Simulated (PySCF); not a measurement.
Geometry (Å), atoms numbered from 1 in this order:
```xyz
10

Si    0.543    0.891    0.836
Cl    0.496    0.910    2.882
Cl    2.493    0.921    0.196
Cl   -0.300    2.611    0.098
N    -0.286   -0.490    0.324
C    -0.506   -0.878   -1.051
H    -0.634   -1.125    1.032
H    -1.579   -0.964   -1.289
H    -0.087   -0.117   -1.726
H    -0.017   -1.835   -1.298
```

Geometry: PBE0-D3(BJ)/def2-SVP; GIAO absolute shieldings from PySCF 2.14, gas phase, non-relativistic, averaged over equivalent atoms.

At PBE0/pcSseg-1 (150 basis functions, 19 s wall time on 1 thread of an Intel Xeon Platinum 8488C, shared host):
| atoms | σ (ppm) |
| --- | --- |
| Si1 | 354.2 |
| Cl2/Cl3/Cl4 | 806.9 |
| N5 | 212.1 |
| C6 | 156.4 |
| H8/H9/H10 | 28.65 |
| H7 | 30.12 |

What do these become at KT2/pcSseg-1?

## Answers


```
      atoms  σ at KT2/pcSseg-1  change
        Si1              366.6   +12.4
Cl2/Cl3/Cl4              780.3   -26.6
         N5              202.4    -9.7
         C6              153.5    -2.9
  H8/H9/H10              28.47   -0.18
         H7              29.91   -0.21
```

The largest change is at Cl2/Cl3/Cl4 (chlorine bonded to Si). Cost: 150 basis functions, 17 s wall time on 1 thread of an Intel Xeon Platinum 8488C, shared host.

The averaged Cl atoms aren't alike in the static structure (σ from 791 to 832 ppm); the average presumes fast exchange among these sites.
